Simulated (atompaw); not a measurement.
What one change does to a pseudopotential (O (Z = 8), PAW (atompaw))

atompaw 4.2.0.5 input, output lines left out:

```
O 8
GGA-PBE loggrid 1500 logderivrange -4 5 226
2 2 0 0 0 0
2 0 1
2 1 5
0 0 0
c
v
v
2
1.80 1.45 1.80 1.40
y
1.6
n
y
1.35
n
y
0.05
n
custom polynom vanderbiltortho sinc
3 0.5 troulliermartins
0.80
0.80
1.80
1.80
1.80
```

Change: all radii scaled by about 1.25 (s 1.00, p 2.24, d 2.24 bohr); local potential troulliermartins scheme with l = 3 at 0.5 Ry, radius 2.24 bohr; augmentation sinc compensation charge, radius 1.80 bohr; PAW radius 2.24 bohr; waves and projectors: custom polynom vanderbiltortho; core correction smooth core density matched at 1.74 bohr.

Cutoffs: the cutoffs (Ry, on a coarse ladder) from which the occupation-weighted sum of valence levels, in a spherical-Bessel basis at the reference potential, stays within 10 and 1 mRy of its value at 400 Ry; they do not see the model core or the augmentation charge, which bear on the density cutoff.

Task: What does the change do?

Result: The potential gets softer (60 Ry and 90 Ry → 21 Ry and 50 Ry); neither file shows a bound ghost. A larger radius leaves more room for a smooth pseudo-wave, so fewer plane waves are needed.

```csv
quantity,base,changed
"cutoff, loose",60 Ry,21 Ry
"cutoff, tight",90 Ry,50 Ry
loose cutoff by channel (10 mRy a level),"s 60 Ry, p 18 Ry","s 15 Ry, p 12 Ry"
bound ghosts,none,none
lowest overlap eigenvalue by channel,"s 0.82, p 0.95, d 1.00","s 0.80, p 0.93, d 1.00"
```

 The cutoffs see the waves, projectors and local potential, not the compensation charge or the core.
